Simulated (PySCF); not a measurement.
Computed shifts of a molecule C3H8O2Si, PBE/pcSseg-1 run with PySCF, GIAO, gas phase, equivalent atoms averaged, in ppm (number of nuclei): ¹³C: 147.2 (1), 142.4 (1), 0.2 (1). ²⁹Si: -8.8 (1). ¹H: 6.52 (1), 6.42 (2), 1.68 (1), 0.95 (1), 0.40 (3). References: ¹³C against TMS (σ = 182.0 ppm); ²⁹Si against TMS (σ = 335.4 ppm); ¹⁷O against H2O (σ = 334.3 ppm); ¹H against TMS (σ = 31.49 ppm), references at their B3LYP-D3(BJ)/def2-TZVP geometries, non-relativistic. Geometry: PBE0-D3(BJ)/def2-SVP. Other conformers were not sampled.

Problem. Pick the molecule that these values belong to.
(A) C[C@H]1OC[Si@@H]1O
(B) O[C@H]1CO[SiH2]C1
(C) C=C[Si](C)(O)O
(D) C[C@@H]1CO[SiH2]O1

Solution. C, C=C[Si](C)(O)O
